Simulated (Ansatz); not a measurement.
```xyz
9

F    -2.1707   -0.3190    0.3721
C    -0.9700    0.3301    0.2297
Si    0.5773   -0.2068    1.1700
Sn    0.5786   -0.0397   -1.3201
H    -1.1259    1.4132    0.2302
H     1.1714    0.6346    2.2428
H     0.5146   -1.6378    1.5541
H     0.8948    1.3204   -2.2865
H     0.5300   -1.4949   -2.1923
```

Total charge 0; spin multiplicity 1. Sn takes the def2 core potential.

**Question.** List the B3LYP/def2-TZVPP orbital energies in eV (Ansatz 0.2.0). (Best estimate.)

**Answer.** Ansatz gave: Occupied: -1799.31, -671.34, -278.72, -143.85, -138.80, -99.19, -99.15, -99.14, -93.64, -93.62, -93.61, -32.60, -27.93, -27.90, -27.86, -27.82, -27.77, -18.77, -15.01, -13.70, -13.44, -12.05, -11.91, -10.16, -9.43, -9.19, -7.26, -6.32. Lowest empty: -1.31, -0.72, -0.31, 0.24, 0.89, 1.29, 1.55, 2.12.

B3LYP here is the variant with VWN-RPA as its local correlation; programs differ in this.
